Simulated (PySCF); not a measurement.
Gas-phase reaction: 2 ZrCl₂(OH)₂ + Cl₂ → 2 ZrCl₃OH + H₂ + O₂

Energies from PySCF, thermal terms from the rigid-rotor harmonic-oscillator model, ideal gas at 1 bar. † marks an energy on the PBE0/def2-TZVP geometry and frequencies. MP2 freezes the core. Open shells (unrestricted): O₂ (multiplicity 3); the rest are closed-shell singlets. B3LYP is the form with VWN-RPA correlation. Zr: scalar-relativistic def2 core potential, no spin-orbit coupling. ZrCl₂(OH)₂, ZrCl₃OH: computed as isolated molecules; such fragments, hydroxides, amides, oligomers or adducts are transient or little studied in the gas. MP2 isn't extrapolated to the basis-set limit; its ΔH°(298 K) is 202.3 kJ in def2-SVP and 250.8 kJ in def2-TZVPP. The harmonic model lacks anharmonicity and excited electronic states, which grow with temperature; levels with a mode under 35 cm⁻¹ are left out. Soft modes under 120 cm⁻¹ make the harmonic entropy rough for ZrCl₂(OH)₂, ZrCl₃OH.

| level | ΔE electronic, kJ | ΔH°(298 K), kJ | ΔS°(298 K), J/K | ΔG°(800 K), kJ |
|---|---|---|---|---|
| B3LYP/def2-TZVP† | 241 | 220 | 96 | 144 |
| HF/def2-TZVP† | 181 | 161 | 96 | 85 |
| M06-2X/def2-TZVP† | 262 | 241 | 96 | 166 |
| MP2/def2-SVP† | 223 | 202 | 96 | 126 |
| PBE/def2-TZVP† | 231 | 211 | 96 | 135 |
| r2SCAN/def2-TZVP† | 217 | 197 | 96 | 121 |
| LDA/def2-TZVP† | 300 | 280 | 96 | 204 |
ΔH° is lowest at HF/def2-TZVP† and highest at LDA/def2-TZVP†. No reference value is set beside these.
